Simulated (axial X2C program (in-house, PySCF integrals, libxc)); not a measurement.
**Sb₂⁺: properties at the nuclei**

Calculated with an axial X2C code built on PySCF integrals: two-component X2C with atomic mean-field Coulomb and Gaunt terms, Gaussian nuclei, basis Sb dyall-cv3z with contracted cores.

R = 2.579 Å (near the PBE0 minimum at charge 1 of the determinant lowest at the starting distance; the state shown can have its own minimum elsewhere).

Determinant lowest in the PBE0 search, Ω = 3/2 (⟨Sz⟩ = 0.51, ⟨Lz⟩ = 0.99 at PBE0), spin on the atoms Sb 0.26, Sb 0.26:

```csv
level,A∥/gI Sb (MHz),qzz Sb (a.u.)
PBE0,198,-5.72
HF,3.04,-6.02
BHandHLYP,199,-5.87
B3LYP,223,-5.66
PBE50,180,-5.91
```

Determinant 0.42 eV from it at PBE0 and this distance, Ω = 1/2 (⟨Sz⟩ = -0.52, ⟨Lz⟩ = 1.02 at PBE0), spin on the atoms Sb -0.26, Sb -0.26:

```tsv
level	A∥/gI Sb (MHz)	qzz Sb (a.u.)
PBE0	1920	-6.08
HF	2470	-6.07
BHandHLYP	1960	-6.24
B3LYP	1880	-6.03
PBE50	1980	-6.27
```

A∥ (defined per Ω) follows by multiplying with gI = μI/(I μN); qzz is the electric field gradient, eQq0 = 234.96 MHz × Q/barn × qzz. The operators were transformed with the bare-nucleus X2C matrices; with these basis sets, hyperfine constants and field gradients can be off by tens of per cent, and where levels differ in sign neither size nor sign is settled.

(1) With Q(121Sb) = -0.543 barn (Q from Pyykkö, Mol. Phys. 2018), turn the PBE0 values of the first state into constants in MHz.

Each state is one determinant with collinear spin. Unrestricted Hartree–Fock can overshoot spin polarisation at the nuclei. The search compared states at one distance, so a state with another bond length can lie lower. Further determinants of the search, some of them spin-mixed, are not shown. Where a field gradient or hyperfine factor spreads by more than a factor of two over the levels, a constant derived from it is not to be relied on. PBE0 term energies can be off by some tenths of an eV.

Answers

(1) eQq0(121Sb) = 234.96 × (-0.543) × (-5.72) = 730 MHz.
